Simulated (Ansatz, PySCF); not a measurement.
Breaking the Si4–H5 bond in BeH4OSi (SMILES [BeH][O][SiH3]) (multiplicity 1 held, fragments rigid). Energies count from the point at 1.481 Å.
Geometry at that point (charge 0, multiplicity 1):
```xyz
7

Be    -1.5733    -0.9306     1.0320
H     -2.5663    -1.5179     1.6833
O     -0.5220    -0.3087     0.3424
Si     0.7004     0.4143    -0.4594
H      0.7902    -0.1299    -1.8341
H      1.9793     0.1660     0.2455
H      0.4603     1.8742    -0.5299
```

Unrestricted levels (U-) break spin symmetry where that is lower. Active spaces are followed from a long bond inwards. Curves can end on different states.

Frozen-core correlation. Rows in 6-31G* carry no dispersion term and start afresh at each structure (6-31G* with six Cartesian d functions). MP2/6-31G* freezes PySCF's default core, which is smaller on s-block atoms.

The values were computed with Ansatz (Gaussian basis) for Hartree–Fock, density functionals and correlated methods; PySCF for 6-31G* rows. Each number belongs to the level named beside it.

Energies in kcal/mol.

| R (Å) | R-B3LYP/6-31G* | R-MP2/6-31G* | U-CCSD(T)/cc-pV(T+d)Z | SC-NEVPT2 on CASSCF(2,2)/cc-pV(T+d)Z | FIC-MRCISD+Q on CASSCF(2,2)/cc-pV(T+d)Z |
|---|---|---|---|---|---|
| 1.185 | 31.2 | 31.9 | 29.1 | 29.8 | 29.0 |
| 1.333 | 6.3 | 6.4 | 5.6 | 6.1 | 5.6 |
| 1.481 | 0.0 | 0.0 | 0.0 | 0.0 | 0.0 |
| 1.629 | 3.4 | 3.8 | 3.8 | 3.3 | 3.8 |
| 1.777 | 11.7 | 12.8 | 12.2 | 11.3 | 12.3 |
| 2.000 | 27.7 | 29.9 | 28.3 | 26.8 | 28.3 |
| 2.222 | 44.2 | 47.5 | 44.8 | 42.6 | 44.7 |
| 2.592 | 68.8 | 73.8 | 68.4 | 64.5 | 67.4 |
| 2.962 | 88.6 | 94.7 | 84.9 | 78.9 | 82.4 |
| 3.407 | 106.1 | 112.3 | 94.0 | 87.9 | 91.7 |
| 3.999 | 121.5 | 123.7 | 96.5 | 91.9 | 95.9 |
| 4.740 | 132.1 | 121.8 | 96.9 | 92.9 | 96.9 |

Doubts at one or more of the structures used: a restricted determinant that unrestricted orbitals would lower (R-B3LYP/6-31G*, R-MP2/6-31G*); a spin-contaminated determinant (U-CCSD(T)/cc-pV(T+d)Z); T1 above 0.05 (U-CCSD(T)/cc-pV(T+d)Z).

Ansatz is an electronic-structure program.
